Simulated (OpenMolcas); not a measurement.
# InSiNH6 (SMILES N[SiH2][InH2]): the vertical energy of the triplet above the singlet from total energies

The species is InSiNH6 (9 atoms), meant as a singlet with charge 0. SMILES: `N[SiH2][InH2]`. The shape is that of a PBE0-D4/def2-TZVP optimisation. This is one conformer, not always the lowest.

Both states at this one shape; open shells run unrestricted unless said. 1 Eh = 27.2114 eV.

```
                           level     program  singlet InSiNH6 (Eh)  triplet InSiNH6 (Eh)
M06-2X/def2-SVP (core potential)  OpenMolcas           -537.708335           -537.579825
  PBE0/def2-SVP (core potential)  OpenMolcas           -537.644520           -537.519925
```

Work out the vertical gap, second state less first, at each level.


1. M06-2X/def2-SVP (core potential): -537.579825 − (-537.708335) = 0.128510 Eh = 3.50 eV.
2. PBE0/def2-SVP (core potential): -537.519925 − (-537.644520) = 0.124595 Eh = 3.39 eV.

No measured value is set beside it here; the levels span 3.39 to 3.50 eV. Spin-orbit coupling, which splits open shells on such heavy atoms by tenths of an eV, is left out.
